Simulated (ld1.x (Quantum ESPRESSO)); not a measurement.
## An all-electron radial function and its pseudo partner (Au)

Columns: radius, all-electron u(r) and pseudo u(r) of the 6p shell (level -0.69 eV) of gold in the configuration [Xe] 4f14 5d10 6s1 6p0; Wu–Cohen, scalar-relativistic, ultrasoft scheme, ld1.x (Quantum ESPRESSO) 7.5.

| r (bohr) | all-electron | pseudo |
| --- | --- | --- |
| 0.185 | -0.0320 | 0.0050 |
| 0.370 | 0.0963 | 0.0195 |
| 0.555 | -0.0447 | 0.0429 |
| 0.740 | -0.1532 | 0.0739 |
| 0.925 | -0.1592 | 0.1107 |
| 1.110 | -0.0994 | 0.1515 |
| 1.295 | -0.0132 | 0.1943 |
| 1.480 | 0.0761 | 0.2371 |
| 1.665 | 0.1578 | 0.2782 |
| 1.850 | 0.2282 | 0.3161 |
| 2.035 | 0.2867 | 0.3497 |
| 2.220 | 0.3340 | 0.3783 |
| 2.405 | 0.3715 | 0.4018 |
| 2.590 | 0.4002 | 0.4201 |
| 2.775 | 0.4216 | 0.4337 |
| 2.960 | 0.4367 | 0.4433 |
| 3.145 | 0.4465 | 0.4494 |
| 3.330 | 0.4518 | 0.4527 |
| 3.515 | 0.4536 | 0.4537 |
| 3.700 | 0.4527 | 0.4527 |
| 3.885 | 0.4497 | 0.4497 |
| 4.070 | 0.4451 | 0.4451 |
| 4.255 | 0.4393 | 0.4393 |
| 4.440 | 0.4326 | 0.4326 |
| 4.625 | 0.4250 | 0.4250 |
| 4.810 | 0.4168 | 0.4168 |

Task: How many radial nodes do the two functions have?

Result: The all-electron 6p function has n − l − 1 = 4 (the table is too coarse to show those close to the nucleus); the pseudo-wave has 0, since the states of the same l below it are removed with the core.

Task: At about which radius was the pseudo-wave matched?

Result: 3.70 bohr, where the columns begin to agree (steps of 0.18 bohr).

Task: Where does each function peak?

Result: Outermost all-electron maximum near 3.52 bohr, pseudo maximum near 3.52 bohr (to the table’s step).

Task: Is the pseudo-wave norm-conserving?

Result: No, it belongs to an ultrasoft set: the norm inside the radius is not constrained, and the difference is carried by the augmentation charge.
